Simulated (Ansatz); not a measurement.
Consider the cleavage of the Si–Si bond: `N[Si](F)([SiH3])S` + `[CH3][In]([OH])[F]` → `[CH3][In]([F])[O][SiH3]` + `N[SiH](F)S`.

Computed with Ansatz on PBE0-D4/def2-TZVP structures; ΔE is electronic, products minus reactants. CCSD(T)/CBS is the MP2 limit (def2-TZVPP, def2-QZVPP) plus CCSD(T) − MP2 in def2-TZVPP, frozen cores. def2 core potentials past Kr. For In outer-core shells are correlated without core-valence functions, which leaves a few kJ/mol of doubt a bond. One conformer a species, not always the lowest.

```json
{"species": "`N[Si](F)([SiH3])S`", "CCSD/def2-TZVPP energy (Eh)": "-1133.96116"}
{"species": "`[CH3][In]([OH])[F]`", "CCSD/def2-TZVPP energy (Eh)": "-404.81798"}
{"species": "`[CH3][In]([F])[O][SiH3]`", "CCSD/def2-TZVPP energy (Eh)": "-695.10899"}
{"species": "`N[SiH](F)S`", "CCSD/def2-TZVPP energy (Eh)": "-843.71596"}
```

Q: Work out ΔE.

A: ΔE = (-695.10899) + (-843.71596) − (-1133.96116) − (-404.81798) = -0.04581 Eh = -1.25 eV. CCSD(T)/CBS gives -1.18 eV.

Largest T1 diagnostic among the species: 0.016.

The D4 term adds +0.05 eV with B3LYP and +0.03 eV with PBE0; it sums over pairs of atoms, weighted by their polarisabilities, and B3LYP, whose exchange is more repulsive, gets the larger term. From PBE to PBE0 (25 % exact exchange), in def2-TZVPP and without D4, ΔE moves by −0.13 eV.

B3LYP here is the variant with VWN-RPA as its local correlation; programs differ in this.
